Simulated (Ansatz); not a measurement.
Cartesian coordinates in Å:
```
C -0.180 -2.279 0.498
N -0.269 -0.878 0.704
W -1.052 0.680 0.648
O -2.576 0.478 -0.096
F -1.245 1.312 2.405
O 0.005 1.806 -0.399
C 1.204 1.724 -1.129
H -0.053 -2.794 1.455
H 0.688 -2.517 -0.124
H -1.077 -2.671 0.006
H 1.811 2.605 -0.907
H 1.765 0.824 -0.862
H 0.979 1.709 -2.198
```

The species carries charge 0 and has multiplicity 1. W takes the def2 core potential.

(1) List the ωB97M-V/def2-TZVPP orbital energies in eV (Ansatz). (Estimate.)

Answers

(1) Ansatz gave: Occupied: -677.41, -527.07, -526.11, -394.98, -283.27, -282.54, -86.80, -50.04, -49.88, -49.83, -35.10, -31.41, -28.16, -26.72, -22.30, -20.79, -16.69, -16.21, -16.05, -15.84, -15.57, -15.18, -15.08, -15.00, -14.75, -13.35, -12.86, -12.44, -11.80, -11.18, -10.48, -9.89. Lowest empty: 1.02, 1.22, 1.45, 2.24, 2.32, 2.68, 3.10, 3.28.
